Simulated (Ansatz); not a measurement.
System: C5H9, charge 0, multiplicity 2. It need not be the lowest isomer of its formula. 
Structure (B3LYP-D3(BJ)/def2-TZVP (Ansatz, an electronic-structure program) minimum search):
```xyz
14

C      1.9518    -0.2624     0.4189
C      0.6132    -0.7812     0.0246
C     -0.5497    -0.0322    -0.1342
C     -0.5323     1.4620     0.0988
C     -1.7331    -0.6388    -0.5056
H      2.3068    -0.7427     1.3381
H      2.7034    -0.4844    -0.3475
H      1.9541     0.8139     0.5844
H      0.5418    -1.8492    -0.1559
H     -1.5194     1.8908    -0.0677
H      0.1687     1.9619    -0.5731
H     -0.2297     1.7024     1.1202
H     -2.6442    -0.0712    -0.6330
H     -1.7808    -1.7058    -0.6803
```
Charge 0, spin multiplicity 2.

Atomisation energy built up term by term with Ansatz (kcal/mol; UHF references for open shells; valence terms freeze the core; atomic spin-orbit terms are left out). CBS marks a two-point X^-3 extrapolation of the correlation energy; Hartree-Fock from the larger set.

The UHF reference is spin-contaminated (<S^2> 0.20 over the pure value in the largest basis). 

```json
[
 {"term": "Hartree-Fock", "basis": "cc-pVQZ", "kcal/mol": "1039.02"},
 {"term": "CCSD correlation", "basis": "CBS(cc-pVTZ,cc-pVQZ)", "kcal/mol": "297.99"},
 {"term": "(T)", "basis": "CBS(cc-pVTZ,cc-pVQZ)", "kcal/mol": "18.48"},
 {"term": "core correlation", "basis": "cc-pwCVTZ", "kcal/mol": "5.67"},
 {"term": "scalar relativity (X2C)", "basis": "cc-pVTZ-DK against cc-pVTZ", "kcal/mol": "-0.89"},
 {"term": "sum: De", "basis": "", "kcal/mol": "1360.3"}
]
```

(T) makes 1.4 % of the CCSD(T) atomisation energy; under 5 % is typical of single-reference molecules.
